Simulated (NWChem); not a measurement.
System: In, doublet

NWChem input:

```
start job
memory heap 200 mb stack 900 mb global 1100 mb
geometry units angstroms noautoz
  In     0.000000     0.000000     0.000000
end
basis spherical
  * library def2-svp
end
ecp
  In library def2-ecp
end
dft
  odft
  mult 2
  xc xpbe96 cpbe96
  grid xfine
  iterations 150
  mulliken
end
task dft gradient
```

NWChem printed, in part:

```
             Northwest Computational Chemistry Package (NWChem) 7.3.0
             --------------------------------------------------------

                             Geometry "geometry" -> ""
                             -------------------------

 Output coordinates in angstroms (scale by  1.889725989 to convert to a.u.)

  No.       Tag          Charge          X              Y              Z
 ---- ---------------- ---------- -------------- -------------- --------------
    1 In                  49.0000     0.00000000     0.00000000     0.00000000

 Effective nuclear repulsion energy (a.u.)       0.0000000000

 Summary of "ao basis" -> "ao basis" (spherical)
 ------------------------------------------------------------------------------
       Tag                 Description            Shells   Functions and Types
 ---------------- ------------------------------  ------  ---------------------
 In                         def2-svp                10       26   4s4p2d

            General Information
            -------------------
          SCF calculation type: DFT
          Wavefunction type:  spin polarized.
          No. of atoms     :     1
          No. of electrons :    21
           Alpha electrons :    11
            Beta electrons :    10
          Charge           :     0
          Spin multiplicity:     2
          Use of symmetry is: off; symmetry adaption is: off
          Maximum number of iterations: 150
          AO basis - number of functions:    26
                     number of shells:    10
          Convergence on energy requested:  1.00D-06
          Convergence on density requested:  1.00D-05
          Convergence on gradient requested:  5.00D-04

              XC Information
              --------------
          PerdewBurkeErnzerhof Exchange Functional  1.000
            Perdew 1991 LDA Correlation Functional  1.000 local
           PerdewBurkeErnz. Correlation Functional  1.000 non-local

             Grid Information
             ----------------
          Grid used for XC integration:  xfine
          Radial quadrature: Mura-Knowles
          Angular quadrature: Lebedev.
          Tag              B.-S. Rad. Rad. Pts. Rad. Cut. Ang. Pts.
          ---              ---------- --------- --------- ---------
          In                  1.55      205           8.0      1454
          Grid pruning is: on
          Number of quadrature shells:   205
          Spatial weights used:  Erf1

      Superposition of Atomic Density Guess
      -------------------------------------

 Sum of atomic energies:        -218.05030190

      Non-variational initial energy
      ------------------------------

 Total energy =    -189.106467
 1-e energy   =    -334.832900
 2-e energy   =     145.726433
 HOMO         =      -0.005231
 LUMO         =      -0.005231

     ---------------------------------------------
      Total Density - Mulliken Population Analysis
     ---------------------------------------------

    Atom       Charge   Shell Charges
 -----------   ------   -------------------------------------------------------
    1 In  21    21.00   2.60 -0.60  1.09  0.92  3.25  2.75  0.27  0.74  9.72  0.28

     --------------------------------------------
      Spin Density - Mulliken Population Analysis
     --------------------------------------------

    Atom       Charge   Shell Charges
 -----------   ------   -------------------------------------------------------
    1 In  21     1.00   0.00  0.00  0.00  0.00 -0.01  0.01  0.26  0.74  0.00  0.00

   convergence    iter        energy       DeltaE   RMS-Dens  Diis-err
 ---------------- ----- ----------------- --------- --------- ---------
 d= 0,ls=0.0,diis     1   -190.0955297698 -1.90D+02  1.83D-02  1.41D-02
                                                     1.53D-02  1.06D-02
 d= 0,ls=0.5,diis     2   -190.1116558329 -1.61D-02  7.44D-04  8.38D-04
                                                     9.19D-04  9.60D-04
 d= 0,ls=0.5,diis     3   -190.1118962927 -2.40D-04  5.89D-04  2.99D-05
                                                     6.83D-04  3.40D-05
 d= 0,ls=0.5,diis     4   -190.1119432153 -4.69D-05  2.33D-04  7.48D-06
                                                     2.93D-04  9.34D-06
 d= 0,ls=0.5,diis     5   -190.1119542120 -1.10D-05  1.37D-04  2.38D-06
                                                     1.66D-04  2.18D-06
  Resetting Diis
 d= 0,ls=0.5,diis     6   -190.1119575334 -3.32D-06  7.38D-05  7.80D-07
                                                     8.66D-05  6.04D-07
 d= 0,ls=0.5,diis     7   -190.1119585416 -1.01D-06  5.38D-05  2.82D-07
                                                     5.69D-05  1.77D-07
 d= 0,ls=0.5,diis     8   -190.1119589186 -3.77D-07  2.08D-05  7.79D-08
                                                     2.01D-05  4.16D-08
 d= 0,ls=0.5,diis     9   -190.1119590073 -8.86D-08  1.13D-05  2.93D-08
                                                     9.26D-06  1.18D-08
 d= 0,ls=0.5,diis    10   -190.1119590346 -2.73D-08  7.15D-06  1.18D-08
                                                     4.90D-06  3.54D-09

         Total DFT energy =     -190.111959045768
      One electron energy =     -334.709502477963
           Coulomb energy =      161.262873475699
    Exchange-Corr. energy =      -16.665330043504
 Nuclear repulsion energy =        0.000000000000

 Numeric. integr. density =       20.999999999548

                    DFT Final Alpha Molecular Orbital Analysis
                    ------------------------------------------

[...]

                         DFT ENERGY GRADIENTS

    atom               coordinates                        gradient
                 x          y          z           x          y          z
   1 In      0.000000   0.000000   0.000000   -0.000000  -0.000000   0.000000
```

Level: PBE/def2-SVP with def2 effective core potentials on In, spin-unrestricted. The open p shell is one determinant without spherical averaging. No stability test was run on the SCF state. def2 effective core potentials on In; no spin-orbit coupling.
